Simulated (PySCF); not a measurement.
F3Ti, doublet, at a GFN2-xTB geometry (such geometries of metal compounds can be far from the true shape) (the multiplicity is a formal guess); HF/def2-SVP (PySCF).

PySCF was given this input:
```python
from pyscf import gto, scf

mol = gto.Mole()
mol.atom = '''
    Ti   -0.00000000    0.00000000    0.00000000
    F    -1.42869175   -0.90303614    0.09992688
    F    -0.02387975    1.54953530   -0.68190165
    F     1.45257150   -0.64649916    0.58197477
'''
mol.basis = 'def2-svp'
mol.spin = 1
mol.verbose = 4
mol.build()

mf = scf.UHF(mol)
mf.kernel()
```

What the program printed (banner, timings and long lists left out):

```
PySCF version 2.14.0

[INPUT] verbose = 4
[INPUT] num. atoms = 4
[INPUT] num. electrons = 49
[INPUT] charge = 0
[INPUT] spin (= nelec alpha-beta = 2S) = 1
[INPUT] symmetry False subgroup None
[INPUT] Mole.unit = angstrom
[INPUT] Symbol           X                Y                Z      unit          X                Y                Z       unit  Magmom
[INPUT]  1 Ti     0.000000000000   0.000000000000   0.000000000000 AA    0.000000000000   0.000000000000   0.000000000000 Bohr   0.0
[INPUT]  2 F     -1.428691750000  -0.903036140000   0.099926880000 AA   -2.699836123926  -1.706490985184   0.188834435682 Bohr   0.0
[INPUT]  3 F     -0.023879750000   1.549535300000  -0.681901650000 AA   -0.045126187423   2.928197337346  -1.288607362389 Bohr   0.0
[INPUT]  4 F      1.452571500000  -0.646499160000   0.581974770000 AA    2.744962311349  -1.221706352161   1.099772926707 Bohr   0.0

nuclear repulsion = 229.502446072676
number of shells = 29
number of NR pGTOs = 145
number of NR cGTOs = 73
basis = def2-svp
ecp = {}

******** <class 'pyscf.scf.uhf.UHF'> ********
method = UHF
initial guess = minao
damping factor = 0
level_shift factor = 0
DIIS = <class 'pyscf.scf.diis.CDIIS'>
diis_start_cycle = 1
diis_space = 8
diis_damp = 0
SCF conv_tol = 1e-09
SCF conv_tol_grad = None
SCF max_cycles = 50
direct_scf = True
direct_scf_tol = 1e-13
number electrons alpha = 25  beta = 24
Set gradient conv threshold to 3.16228e-05
init E= -1145.89308351351

cycle= 1 E= -1146.14520726532  delta_E= -0.252  |g|= 0.825  |ddm|= 1.68
cycle= 2 E= -1146.12346301853  delta_E= 0.0217  |g|= 1.08  |ddm|=  1.4
cycle= 3 E= -1146.55225382865  delta_E= -0.429  |g|= 0.0957  |ddm|= 0.57
cycle= 4 E= -1146.57390669822  delta_E= -0.0217  |g|= 0.0554  |ddm|= 0.252
cycle= 5 E= -1146.58362477593  delta_E= -0.00972  |g|= 0.016  |ddm|= 0.256
cycle= 6 E= -1146.58410255689  delta_E= -0.000478  |g|= 0.00733  |ddm|= 0.0612
cycle= 7 E= -1146.58418825963  delta_E= -8.57e-05  |g|= 0.00168  |ddm|= 0.0289
cycle= 8 E= -1146.58419107143  delta_E= -2.81e-06  |g|= 0.000502  |ddm|= 0.00397
cycle= 9 E= -1146.5841914352  delta_E= -3.64e-07  |g|= 0.000145  |ddm|= 0.00103
cycle= 10 E= -1146.58419146242  delta_E= -2.72e-08  |g|= 5.06e-05  |ddm|= 0.000259
cycle= 11 E= -1146.58419146716  delta_E= -4.74e-09  |g|= 1.44e-05  |ddm|= 0.000118
cycle= 12 E= -1146.5841914675  delta_E= -3.44e-10  |g|= 3.33e-06  |ddm|= 3.71e-05
Extra cycle  E= -1146.58419146753  delta_E= -2.07e-11  |g|= 1.91e-06  |ddm|= 5.15e-06
converged SCF energy = -1146.58419146753  <S^2> = 0.7534025  2S+1 = 2.0033996
```
